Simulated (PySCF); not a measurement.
C4H11NSi, SMILES C/C=C/[Si@H](C)N. Coordinates come from a B3LYP-D3(BJ)/def2-SVP optimisation. The structure was generated by enumeration; whether it is a known compound was not checked. The values are those of a single conformer.

Computed equilibrium geometry at B3LYP-D3(BJ)/def2-SVP (PySCF confirms it by a frequency run) as bond lengths and angles (one conformer of several):
Atoms: C1 C2 C3 Si4 C5 N6 H7 H8 H9 H10 H11 H12 H13 H14 H15 H16 H17. Bonds (Å): C1–C2 1.500, C1–H7 1.101, C1–H8 1.105, C1–H9 1.104, C2–C3 1.343, C2–H10 1.100, C3–Si4 1.877, C3–H11 1.101, Si4–C5 1.882, Si4–N6 1.742, Si4–H12 1.495, C5–H13 1.101, C5–H14 1.102, C5–H15 1.103, N6–H16 1.016, N6–H17 1.016. Angles (°): C2–C1–H7 111.8, C2–C1–H8 111.0, C2–C1–H9 111.0, H7–C1–H8 108.3, H7–C1–H9 108.3, H8–C1–H9 106.2, C1–C2–C3 126.5, C1–C2–H10 115.5, C3–C2–H10 118.0, C2–C3–Si4 123.0, C2–C3–H11 117.5, Si4–C3–H11 119.4, C3–Si4–C5 109.3, C3–Si4–N6 113.3, C3–Si4–H12 108.8, C5–Si4–N6 108.7, C5–Si4–H12 110.0, N6–Si4–H12 106.6, Si4–C5–H13 111.1, Si4–C5–H14 110.8, Si4–C5–H15 110.7, H13–C5–H14 108.4, H13–C5–H15 108.3, H14–C5–H15 107.4, Si4–N6–H16 119.6, Si4–N6–H17 119.6, H16–N6–H17 110.2.
Charge 0, spin multiplicity 1.
